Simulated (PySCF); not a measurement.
Species: CH7O2PSi.
Z-matrix (Å and degrees, PBE0-D3(BJ)/def2-SVP geometry), rows numbered from 1:
```
C 
O   1  1.3999
Si  2  1.6574  1  124.80
O   3  1.6620  2  112.66  1    64.79
P   3  2.2383  2  103.58  1  -179.49
H   1  1.1067  2  112.11  3    55.26
H   1  1.1004  2  108.91  3   174.49
H   1  1.1049  2  111.75  3   -66.32
H   3  1.5000  2  108.68  1   -54.78
H   4  0.9608  3  117.17  2   -98.44
H   5  1.4299  3   93.03  2   162.66
H   5  1.4292  3   92.44  2    69.01
```

Method: PBE0-D3(BJ)/def2-SVP geometry optimisation, gas phase in PySCF.

Masses are those of the commonest isotopes; rigid-rotor values at the optimised geometry. The values belong to one conformer with, in the numbering `[CH3:1][O:2][Si@@H:3]([OH:4])[PH2:5]`, C1–O2–Si3–O4 65°, O2–Si3–O4–H -98°, O2–Si3–P5–H 163° and 69°.

(1) Give the principal moments of inertia and the rotational constants in cm⁻¹.

(2) Classify the top.

(3) What does the inertial defect say?

(4) Give the other two planar moments, Paa and Pbb, and the rms extents of the mass along the axes.

(5) Give the coordinates in the principal-axis frame, origin at the centre of mass.

(6) Where do the levels up to J = 4 lie, in cm⁻¹?

(7) Which types of transition are allowed, and where do some lines up to J = 3 fall?

(8) Estimate the classical rotational partition function at 10 K, 100 K and 200 K.

Results:

(1) Ia = 105.57, Ib = 264.72, Ic = 342.05 u·Å²; 505379 MHz·u·Å²/I gives 4787, 1909 and 1477 MHz, that is A = 0.15968, B = 0.06368, C = 0.04928 cm⁻¹.

(2) An asymmetric top. Ray's parameter κ = (2B − A − C)/(A − C) = -0.739; −1 is the prolate and +1 the oblate limit.

(3) Not planar: Δ = Ic − Ia − Ib = -28.24 u·Å². For a rigid frame Δ = −2 Σ m c², so Σ m c² = 14.12 u·Å² lies off the ab plane: 6.31 from hydrogen and 7.80 from heavier atoms. The atom farthest from that plane is 1.86 Å away.

(4) Paa = Σ m a² = (Ib + Ic − Ia)/2 = 250.60 and Pbb = Σ m b² = (Ia + Ic − Ib)/2 = 91.45 u·Å². With the mass M = 110.00 u, the rms extents √(P/M) along a, b and c are 1.51, 0.91, 0.36 Å.

(5) The sense of each axis is arbitrary; atoms in the order of the calculation.
```tsv
atom	mass (u)	a (Å)	b (Å)	c (Å)
C1	12.000	-2.538	-0.701	0.080
O2	15.995	-1.146	-0.792	0.198
Si3	27.977	-0.071	0.319	-0.399
O4	15.995	-0.209	1.802	0.338
P5	30.974	1.924	-0.525	0.162
H6	1.008	-2.861	-0.594	-0.973
H7	1.008	-2.991	-1.621	0.479
H8	1.008	-2.942	0.153	0.652
H9	1.008	-0.336	0.505	-1.864
H10	1.008	-0.719	2.474	-0.121
H11	1.008	2.621	0.299	-0.775
H12	1.008	1.792	-1.611	-0.757
```

(6) Above 0(0,0):
J = 1: 1(0,1) 0.1130, 1(1,1) 0.2090, 1(1,0) 0.2234
J = 2: 2(0,2) 0.3374, 2(1,2) 0.4205, 2(1,1) 0.4637, 2(2,1) 0.7517, 2(2,0) 0.7532
J = 3: 3(0,3) 0.6704, 3(1,3) 0.7369, 3(1,2) 0.8232, 3(2,2) 1.0906, 3(2,1) 1.0980, 3(3,1) 1.6075, 3(3,0) 1.6076
J = 4: 4(0,4) 1.1081, 4(1,4) 1.1572, 4(1,3) 1.3005, 4(2,3) 1.5413, 4(2,2) 1.5628, 4(3,2) 2.0621, 4(3,1) 2.0628, 4(4,1) 2.7820, 4(4,0) 2.7820

(7) The dipole components are |μa| = 1.92 D, |μb| = 1.12 D, |μc| = 2.03 D. The squared components, which scale the intensities, stand as 0.89 : 0.31 : 1.00 (a : b : c). Some lines, for components of 0.1 D or more:

| type | branch | J(Ka,Kc) | MHz | lower level (cm⁻¹) |
| --- | --- | --- | --- | --- |
| a | Q | 1(1,0) ← 1(1,1) | 432 | 0.209 |
| a | Q | 2(1,1) ← 2(1,2) | 1295 | 0.420 |
| c | Q | 2(1,2) ← 2(0,2) | 2491 | 0.337 |
| a | Q | 3(1,2) ← 3(1,3) | 2587 | 0.737 |
| c | Q | 1(1,1) ← 1(0,1) | 2878 | 0.113 |
| b | Q | 1(1,0) ← 1(0,1) | 3310 | 0.113 |
| a | R | 1(0,1) ← 0(0,0) | 3387 | 0.000 |
| b | R | 2(0,2) ← 1(1,1) | 3850 | 0.209 |
| b | Q | 3(1,2) ← 3(0,3) | 4581 | 0.670 |
| b | R | 1(1,1) ← 0(0,0) | 6265 | 0.000 |
| b | R | 3(0,3) ← 2(1,2) | 7492 | 0.420 |
| b | Q | 3(2,1) ← 3(1,2) | 8238 | 0.823 |
| c | Q | 2(2,1) ← 2(1,1) | 8634 | 0.464 |
| b | Q | 2(2,0) ← 2(1,1) | 8679 | 0.464 |
| b | R | 2(1,2) ← 1(0,1) | 9220 | 0.113 |
| b | Q | 2(2,1) ← 2(1,2) | 9929 | 0.420 |
| a | R | 3(2,1) ← 2(2,0) | 10337 | 0.753 |
| c | R | 2(1,1) ← 1(0,1) | 10515 | 0.113 |
| a | R | 3(1,2) ← 2(1,1) | 10777 | 0.464 |
| c | R | 2(2,1) ← 1(1,1) | 16271 | 0.209 |
| b | R | 2(2,0) ← 1(1,1) | 16316 | 0.209 |
| b | R | 3(3,1) ← 2(2,0) | 25611 | 0.753 |
| c | R | 3(3,0) ← 2(2,0) | 25614 | 0.753 |

(8) Point group C1, symmetry number σ = 1; q = (√π/σ)·√((kT/h)³/(ABC)), k/h = 20836.6 MHz/K: 1450 at 10 K, 45900 at 100 K, 130000 at 200 K.

PBE0-D3(BJ)/def2-SVP frequencies: not computed here. Zero-point vibration and centrifugal distortion are left out. A rigid rotor knows nothing of internal rotation, which can split or shift real lines.
